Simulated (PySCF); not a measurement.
boroxine (B₃H₃O₃), SMILES O1BOBOB1.

Coordinates come from a ωB97X-D3(BJ)/def2-SVP optimisation.

Two levels are set side by side: TDA-PBE/def2-SVPD (PySCF) and TDA-M06-2X/def2-SVPD (PySCF). Vertical, same geometry. The lowest singlet is HOMO→LUMO 50 %, HOMO−1→LUMO+1 50 % with PBE and HOMO→LUMO 48 %, HOMO−1→LUMO+1 46 % with the other functional; states are paired by order. Differences are taken from unrounded values.

```
quantity                              TDA-M06-2X  TDA-PBE  TDA-PBE minus TDA-M06-2X
------------------------------------  ----------  -------  ------------------------
lowest singlet excitation (eV)              7.81     6.28                     -1.54
lowest triplet excitation (TDA) (eV)        7.18     6.01                     -1.17
```

A lower first singlet is the usual sign of a functional without exact exchange. Differences between two approximate levels are no errors against the true value.

Rough cost on one machine, each run with all the roots and properties that it gave: TDA-M06-2X against TDA-PBE about 10 times.
